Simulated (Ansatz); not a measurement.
Gas-phase electronic energies from Ansatz, PBE0-D4/def2-TZVP geometries. CCSD(T)/CBS adds triple-zeta CCSD(T) − MP2 to the extrapolated MP2 energy (def2 sets, frozen cores). DFT in def2-TZVPP. For Ga, Ge outer-core shells are correlated without core-valence functions, which leaves a few kJ/mol of doubt a bond. Scalar relativity is left out up to krypton. Each species was taken in one conformer, which may not be the lowest.

Consider the redistribution: `[BH2][GeH2][CH3]` + `CC[NH][GaH2]` → `B[NH][GaH2]` + `C[CH2][GeH2][CH3]`.

(1) Is it downhill or uphill in electronic energy at CCSD(T)/CBS, and by how much? (An estimate is asked.)

(2) What do these levels give: BLYP-D4, r2SCAN-D4, r2SCANh-D4, B2PLYP, HF/def2-QZVPP, MP2/def2-QZVPP? (Estimate.)

Largest T1 diagnostic among the species: 0.014.

Answers

(1) The calculation gave: Downhill: ΔE = -47.7 kcal/mol.

(2) The calculation gave: BLYP-D4 -46.8, r2SCAN-D4 -47.5, r2SCANh-D4 -47.8, B2PLYP -48.5, HF/def2-QZVPP -47.7, MP2/def2-QZVPP -50.3 kcal/mol.

From BLYP to BHLYP (50 % exact exchange), in def2-TZVPP and without D4, ΔE moves by −1.8 kcal/mol. Leaving LDA and LC-ωPBE aside and taking each functional with its dispersion term where it has one, the values, not all of them listed here, spread over 3.4 kcal/mol, from ωB97M-V to revPBE-D4.
